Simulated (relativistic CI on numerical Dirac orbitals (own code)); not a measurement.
# Radial parameters of W XXXIX

Computed by Dirac-Coulomb-Breit CI, orbitals from a KLI potential per configuration, model QED (radiative potential, 1s self-energy scaled to tabulated hydrogen-like ionisation energies), unscaled Slater integrals (own radial code, finite nucleus).

Slater integrals F^k, G^k are unscaled and averaged over j, outside the closed core [Ar] 3d10; ζ comes from projecting the Hamiltonian with its Breit term on Σ l·s of the shell.

- 4s2 4p5 4d: ζ(4p) = 494500, F^2(4p,4d) = 241910, G^1(4p,4d) = 299220, G^3(4p,4d) = 192110, ζ(4d) = 62352 cm⁻¹; <r>(4p) = 0.4153, <r^2>(4p) = 0.1953, <r>(4d) = 0.4148, <r^2>(4d) = 0.1966 (bohr units).
- 4s 4p6 4d: G^2(4s,4d) = 237860, ζ(4d) = 62673 cm⁻¹; <r>(4s) = 0.4044, <r^2>(4s) = 0.1839, <r>(4d) = 0.4149, <r^2>(4d) = 0.1967 (bohr units).
- 4s2 4p5 4f: ζ(4p) = 493110, F^2(4p,4f) = 246170, G^2(4p,4f) = 191570, G^4(4p,4f) = 141950, ζ(4f) = 10813 cm⁻¹; <r>(4p) = 0.4156, <r^2>(4p) = 0.1955, <r>(4f) = 0.3866, <r^2>(4f) = 0.1688 (bohr units).

Averages of the first 10 configurations, taken without configuration mixing, which lowers the lowest level and can move excited configurations by several eV; other configurations of the list can lie among them:

```json
{"Configuration": "4s2 4p6", "Parity": "even", "States": "1", "Average energy above the lowest level (eV)": "0.3"}
{"Configuration": "4s2 4p5 4d", "Parity": "odd", "States": "60", "Average energy above the lowest level (eV)": "200.4"}
{"Configuration": "4s 4p6 4d", "Parity": "even", "States": "20", "Average energy above the lowest level (eV)": "374.7"}
{"Configuration": "4s2 4p5 4f", "Parity": "even", "States": "84", "Average energy above the lowest level (eV)": "399.8"}
{"Configuration": "4s 4p6 4f", "Parity": "odd", "States": "28", "Average energy above the lowest level (eV)": "574.4"}
{"Configuration": "4p6 4d 4f", "Parity": "odd", "States": "140", "Average energy above the lowest level (eV)": "951.2"}
{"Configuration": "4s2 4p5 5s", "Parity": "odd", "States": "12", "Average energy above the lowest level (eV)": "704.5"}
{"Configuration": "4p6 4d2", "Parity": "even", "States": "45", "Average energy above the lowest level (eV)": "753.7"}
{"Configuration": "4p5 4d3", "Parity": "odd", "States": "720", "Average energy above the lowest level (eV)": "950.6"}
{"Configuration": "4p5 4d2 4f", "Parity": "even", "States": "3780", "Average energy above the lowest level (eV)": "1145.6"}
```
